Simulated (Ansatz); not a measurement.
Pulling on the Se4–H5 bond in AlH3Se (SMILES [AlH2][SeH]) (multiplicity 1 held, fragments rigid). Energies count from the point at 1.472 Å.
Geometry at that point (charge 0, multiplicity 1):
```xyz
5

Al     0.364     0.027    -1.557
H     -0.699    -0.570    -2.552
H      1.745     0.642    -1.994
Se    -0.201    -0.030     0.697
H      1.061     0.607     1.107
```

Signs of static correlation in def2-SVP, with CASSCF(4,3), from Ansatz (an electronic-structure program) runs.

```tsv
R (Å)	T1 of restricted CCSD	⟨S²⟩ of UHF	largest double amplitude of restricted CCSD	weight of the CASSCF reference in MRCISD	CASSCF natural occupations
1.178	0.012	0.000	0.032	0.910	2.00 1.99 0.01
1.325	0.012	0.000	0.032	0.910	2.00 1.98 0.02
1.472	0.012	0.000	0.032	0.909	2.00 1.97 0.03
1.619	0.013	0.000	0.059	0.909	2.00 1.96 0.04
1.766	0.014	0.000	0.080	0.909	2.00 1.94 0.06
1.987	0.016	0.238	0.090	0.909	2.00 1.89 0.11
2.208	0.018	0.613	0.184	0.909	2.00 1.81 0.19
2.576	0.024	0.872	[?]	0.909	2.00 1.63 0.37
2.944	0.030	0.961	0.521	0.909	2.00 1.43 0.57
3.386	0.035	0.995	[?]	0.909	2.00 1.24 0.76
3.974	0.038	1.006	0.799	0.909	2.00 1.10 0.90
4.710	0.037	1.008	0.872	0.909	2.00 1.03 0.97
```

### Question
What belongs in the gaps?

### Answer

- 2.576, largest double amplitude of restricted CCSD: 0.370
- 3.386, largest double amplitude of restricted CCSD: 0.670

Doubts at one or more of the structures used: active orbitals that take no part (SC-NEVPT2 on CASSCF(4,3)/def2-SVP); a restricted determinant that unrestricted orbitals would lower (R-CCSD(T)/def2-SVP); other coupled-cluster roots lie near (R-CCSD(T)/def2-SVP); a spin-contaminated determinant (U-CCSD(T)/def2-SVP); T1 above 0.05 (U-CCSD(T)/def2-SVP).
